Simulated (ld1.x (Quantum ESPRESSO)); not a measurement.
Reading a pseudo-wave (nickel (Ni))

Columns: radius, all-electron u(r) and pseudo u(r) of the 4p shell (level -1.19 eV) of nickel in the configuration [Ne] 3s2 3p6 3d8 4s2 4p0; PBEsol, scalar-relativistic, PAW scheme, ld1.x (Quantum ESPRESSO) 7.5.

```
r (bohr)  all-electron   pseudo
   0.100        0.0932  -0.0355
   0.200        0.0638  -0.1331
   0.300       -0.0355  -0.2689
   0.400       -0.1194  -0.4099
   0.500       -0.1623  -0.5227
   0.600       -0.1667  -0.5812
   0.700       -0.1436  -0.5731
   0.800       -0.1034  -0.5014
   0.900       -0.0544  -0.3823
   1.000       -0.0017  -0.2396
   1.100        0.0512  -0.0977
   1.200        0.1022   0.0250
   1.300        0.1503   0.1194
   1.400        0.1948   0.1867
   1.500        0.2355   0.2347
   1.600        0.2725   0.2725
   1.700        0.3058   0.3058
   1.800        0.3356   0.3356
   1.900        0.3621   0.3621
   2.000        0.3855   0.3855
   2.100        0.4061   0.4061
   2.200        0.4239   0.4239
   2.300        0.4393   0.4393
   2.400        0.4524   0.4524
   2.500        0.4633   0.4633
   2.600        0.4723   0.4723
```

Q: How many radial nodes do the two functions have?

A: The all-electron 4p function has n − l − 1 = 2; the pseudo-wave has 1, since 1 lower shell of the same l stays in the valence.

Q: At about which radius was the pseudo-wave matched?

A: 1.65 bohr, where the columns begin to agree (steps of 0.10 bohr).

Q: Is the pseudo-wave norm-conserving?

A: No, it belongs to a PAW set: the norm inside the radius is not constrained, and the difference is carried by the augmentation charge.
